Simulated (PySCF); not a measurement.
## Nuclear quadrupole coupling in `CCSC(F)(F)F`

C3H5F3S.
Geometry (PBE0-D3(BJ)/def2-SVP, Å), atoms numbered from 1 in this order:
```
atom  x, y, z in Å
C1     1.973    0.051    0.321
C2     0.543   -0.360    0.031
S3    -0.533    1.107    0.133
C4    -2.097    0.312   -0.284
F5    -2.067   -0.280   -1.480
F6    -3.045    1.239   -0.302
F7    -2.447   -0.627    0.596
H8     2.072    0.475    1.332
H9     2.636   -0.825    0.256
H10    2.329    0.801   -0.401
H11    0.446   -0.786   -0.979
H12    0.186   -1.104    0.759
```

Field gradients from the PBE0/pcSseg-1 density (PySCF, non-relativistic), principal values in atomic units, ordered |Vxx| ≤ |Vyy| ≤ |Vzz|:

| atom | Vxx | Vyy | Vzz |
| --- | --- | --- | --- |
| S3 | 0.5764 | 2.5513 | -3.1277 |

Find the asymmetry η = (Vxx − Vyy)/Vzz and the couplings χ = eQV/h (234.96 MHz × Q in barn × V in au), with Q(33S) = −0.0678 b.

```
atom     environment  nucleus     η  χzz (MHz)  χxx (MHz)  χyy (MHz)
  S3  sulfide sulfur      33S  0.63      49.83      -9.18     -40.64
```

The tensor is traceless: Vxx + Vyy + Vzz = 0.

What is Vzz at S3 in SI units (1 au = 9.71736 × 10²¹ V/m²)?

-3.1277 au = -30.393 × 10²¹ V/m².

And the gradient at the other heavy atoms, for which no coupling is worked out here?

| atom | environment | Vzz (au) | η |
| --- | --- | --- | --- |
| C1 | methyl carbon | 0.100 | 0.13 |
| C2 | sp3 carbon bound to sulfur | 0.313 | 0.25 |
| C4 | CF3 carbon | -0.299 | 0.02 |
| F5 | fluorine of a CF3 group | 2.915 | 0.06 |
| F6 | fluorine of a CF3 group | 2.938 | 0.01 |
| F7 | fluorine of a CF3 group | 2.916 | 0.06 |

What couplings would deuterons (Q(2H) = 0.00286 b) have in place of the hydrogens, at this geometry?

| atom | bonded to | bond length (Å) | Vzz (au) | η | χzz (kHz) |
| --- | --- | --- | --- | --- | --- |
| H8 | C1 | 1.100 | 0.2884 | 0.03 | 194 |
| H9 | C1 | 1.100 | 0.2920 | 0.03 | 196 |
| H10 | C1 | 1.100 | 0.2884 | 0.03 | 194 |
| H11 | C2 | 1.100 | 0.2830 | 0.04 | 190 |
| H12 | C2 | 1.100 | 0.2828 | 0.04 | 190 |

One conformer (not necessarily the lowest) at the PBE0-D3(BJ)/def2-SVP geometry, without solvent, vibrations or thermal averaging. The basis is small and wasn't made for field gradients, so the couplings can be 20 % off.
